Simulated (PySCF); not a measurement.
Does the structure fit the spectrum?

A compound C₁₀H₇Cl gives the data below (simulated from a calculation) and was assigned the structure `Clc1ccc2ccccc2c1`.

13C{1H} NMR (computed): δ 153.9 (C), 144.2 (CH), 143.3 (C), 143.3 (C), 142.5 (CH), 142.5 (CH), 129.6 (CH), 129.5 (CH), 121.7 (CH), 121.7 (CH).

1H NMR (600 MHz, computed): δ 8.57 (d, 1H), 8.56 (d, 1H), 8.11 (m, 1H), 7.65 (m, 1H), 7.65 (m, 1H), 7.53 (m, 1H), 7.53 (m, 1H).

- σ from GIAO-PBE0/pcSseg-1
- GFN2-xTB structure
- code: PySCF
- isolated molecule, no relativistic terms, one conformer

δ = σ(ref) − σ, references computed at the same level: TMS for 1H (σ = 31.72 ppm) and 13C (σ = 186.93 ppm).

(1) Compare with the shifts computed for the proposed structure, pairing carbons in order of shift.

(2) Which isomer fits?

Answers

(1) Atoms are numbered as in `[Cl:1][c:2]1[cH:3][cH:4][c:5]2[cH:6][cH:7][cH:8][cH:9][c:10]2[cH:11]1`; H(Xn) means a hydrogen on atom n.

```
atom  computed for proposal  given list  difference
  C2                  143.6       153.9       -10.3
 C10                  137.9       144.2        -6.3
  C5                  135.3       143.3        -8.0
  C4                  135.2       143.3        -8.1
  C6                  134.0       142.5        -8.5
 C11                  133.3       142.5        -9.2
  C9                  133.1       129.6        +3.5
  C3                  132.9       129.5        +3.4
  C8                  132.7       121.7       +11.0
  C7                  131.7       121.7       +10.0
```

The rms difference is 8.2 ppm and the largest +11.0 ppm at C8 (aromatic CH). The carbon types in order of shift don't match either: C, C, C, CH, CH, CH, CH, CH, CH, CH for the proposal against C, CH, C, C, CH, CH, CH, CH, CH, CH in the data. The proposal doesn't fit.

(2) `Clc1cc2cccccc-2c1`.

- Carbon types of the structure: 3 × C, 7 × CH, which accounts for all hydrogens.
- δC 153.9: aromatic carbon bearing chlorine.
- δC 144.2, 142.5, 142.5, 129.6, 129.5, 121.7, 121.7: aromatic CH.
- δC 143.3, 143.3: substituted aromatic carbon.
- δH 8.57, 8.56, 8.11, 7.65, 7.65, 7.53, 7.53: hydrogen on an aromatic CH; the ring current deshields protons in the ring plane.

This is the structure that produced the data.

Carbons that carry Cl, above all several Cl atoms, come out too deshielded, partly because spin–orbit coupling is missing. Shifts are as computed. Against solution values, carbons near 30 ppm lie about +3 ppm off and those near 130 ppm about +5 ppm; carbons on Cl a further +6 ppm. Of 1211 compounds with measured shifts, 218 miss one by over three times the rms of a fit or turn the order of signals round; such compounds aren't used in these exercises. Multiplicities follow the n + 1 count of equivalent neighbours, as no J values were calculated; m marks all less simple cases, F and P coupling included.
